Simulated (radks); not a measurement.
Results of a calculation; reference values are marked as such.
All-electron atom: Mg3.5+ in [He] 2s2 2p(up 3, down 1.5) (fractional occupations, a model configuration).

Level of theory: non-relativistic Kohn-Sham, PBEsol, spin-polarised, spherical densities, point nucleus (a radial shooting solver on a logarithmic mesh with Libxc functionals).

Energy parts (hartree):
| part | energy |
|---|---|
| total | -193.85762 |
| kinetic | 193.54434 |
| electron-nucleus | -444.39985 |
| Hartree | 71.08471 |
| exchange-correlation | -14.08682 |

Orbitals (lengths in bohr, moments of r in powers of bohr; <r^-3> diverges for s and p1/2; r(90%) holds 90 % of the orbital's charge):
| orbital | occ. | eigenvalue (hartree) | <r^-3> | r(90%) | <r> |
|---|---|---|---|---|---|
| 1s up | 1 | -48.97465 | - | 0.234 | 0.1311 |
| 1s down | 1 | -48.89720 | - | 0.234 | 0.1309 |
| 2s up | 1 | -5.35359 | - | 1.03 | 0.6598 |
| 2s down | 1 | -5.20032 | - | 1.05 | 0.6658 |
| 2p up | 3 | -4.18909 | 29.95 | 1.03 | 0.6195 |
| 2p down | 1.5 | -4.02054 | 29.24 | 1.05 | 0.6292 |

The highest occupied level is 2p down at -109.40 eV. Summed over all electrons, <r^2> = 3.275 bohr^2, which gives a Langevin (diamagnetic) susceptibility term of -2.59 x 10^-6 cm^3/mol. Virial ratio -V/T = 2.00162.
